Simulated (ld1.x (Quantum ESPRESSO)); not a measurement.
## What the settings do to the PAW potential of nickel (Ni)

Base potential:

| Quantity | Value |
| --- | --- |
| Element | Ni |
| Generator | ld1.x (Quantum ESPRESSO) 7.5 |
| Type | PAW |
| Functional | LDA (PZ) |
| Relativity | scalar-relativistic |
| Frozen core | [Ne] |
| Valence charge | 18 |
| Reference configuration | 3s2 3p6 3d8 4s1.5 4p0.5 |
| Partial waves | 3s (bound): rcut 1.00, rcutus 1.25 bohr; 4s (bound): rcut 1.00, rcutus 1.25 bohr; 3p (bound): rcut 1.45, rcutus 1.65 bohr; 4p (bound): rcut 1.45, rcutus 1.65 bohr; 3d (bound): rcut 0.95, rcutus 1.20 bohr; 3d channel at 1.2 Ry: rcut 0.95, rcutus 1.20 bohr |
| Local potential | all-electron potential smoothed inside 0.95 bohr (lloc = -2) |
| Core correction | a·sin(br)/r model core, default radius (ld1.x builds one for every PAW set, though the input has nlcc=.false.) |
| Augmentation charge | BESSEL, radius 0.85 bohr |

All-electron outer shells of the reference configuration (LDA (PZ), scalar-relativistic, ld1.x):

```json
{"shell": "2s", "level (eV)": "-980.82", "outermost node (bohr)": "0.07", "outermost maximum (bohr)": "0.21"}
{"shell": "2p", "level (eV)": "-845.15", "outermost node (bohr)": "–", "outermost maximum (bohr)": "0.16"}
{"shell": "3s", "level (eV)": "-111.53", "outermost node (bohr)": "0.30", "outermost maximum (bohr)": "0.64"}
{"shell": "3p", "level (eV)": "-72.29", "outermost node (bohr)": "0.27", "outermost maximum (bohr)": "0.65"}
{"shell": "3d", "level (eV)": "-10.14", "outermost node (bohr)": "–", "outermost maximum (bohr)": "0.63"}
{"shell": "4s", "level (eV)": "-6.53", "outermost node (bohr)": "0.92", "outermost maximum (bohr)": "2.21"}
{"shell": "4p", "level (eV)": "-1.85", "outermost node (bohr)": "1.00", "outermost maximum (bohr)": "3.06"}
```

Cutoffs, loose and tight: the cutoffs (Ry, on a coarse ladder) from which the occupation-weighted sum of valence levels, in a spherical-Bessel basis at the reference potential, stays within 10 and 1 mRy of its value at 400 Ry. They do not see the model core or the augmentation charge, which bear on the density cutoff. Test errors are all-electron minus pseudo excitation energies from the reference, over the configurations 3s2 3p6 3d8 4s2 4p0; 3s2 3p6 3d8 4s1 4p0; 3s2 3p6 3d8 4s0 4p0; 3s2 3p6 3d7 4s2 4p0; 3s2 3p6 3d8 4s0 4p2; 3s2 3p6 3d6 4s0 4p0; 3s2 3p6 3d9 4s0 4p0 (two spin-polarised tests are not counted in the largest error). A dash means not determined; rows that change the core or the reference have their own tests. The largest error is taken over the tests solved by every variant that gives reliable tests at all: 3s2 3p6 3d8 4s0 4p0; 3s2 3p6 3d8 4s1 4p0; 3s2 3p6 3d8 4s2 4p0.

Cutoffs are not given where the Bessel-basis levels miss the radial ones by over 6 mRy, ghosts where they miss by over 20 mRy; a channel whose overlap is not positive is not tested.

A file whose overlap is not positive is unfit for use, and its test errors describe a broken file.

| change | outcome | bound ghosts | largest test error (meV) |
| --- | --- | --- | --- |
| base | generated, overlap not positive | not determined (overlap not positive) | +4.8 |
| waves 3d (bound): rcut 0.74, rcutus 0.78 bohr; 3d channel at 1.2 Ry: rcut 0.74, rcutus 0.78 bohr | generated, overlap not positive | not determined (overlap not positive) | +5.1 |
| waves 3d (bound): rcut 0.92, rcutus 0.98 bohr; 3d channel at 1.2 Ry: rcut 0.92, rcutus 0.98 bohr | generated, overlap not positive | not determined (overlap not positive) | +5.4 |
| waves 3d (bound): rcut 0.95, rcutus 1.22 bohr; 3d channel at 1.2 Ry: rcut 0.95, rcutus 1.22 bohr | generated, overlap not positive | not determined (overlap not positive) | +4.8 |
| waves 3d (bound): rcut 0.95, rcutus 1.38 bohr; 3d channel at 1.2 Ry: rcut 0.95, rcutus 1.38 bohr | generated, overlap not positive | not determined (overlap not positive) | +4.7 |
| waves 3d (bound): rcut 0.95, rcutus 1.72 bohr; 3d channel at 1.2 Ry: rcut 0.95, rcutus 1.72 bohr | generated, overlap not positive | not determined (overlap not positive) | +14 |

Problem. What comes out with this change to the base: waves 3d (bound): rcut 0.95, rcutus 1.62 bohr; 3d channel at 1.2 Ry: rcut 0.95, rcutus 1.62 bohr?

Solution. outcome: generated, overlap not positive; bound ghosts: not determined (overlap not positive); largest test error (meV): +8.3. A file whose overlap is not positive is unfit for use, and its test errors describe a broken file.
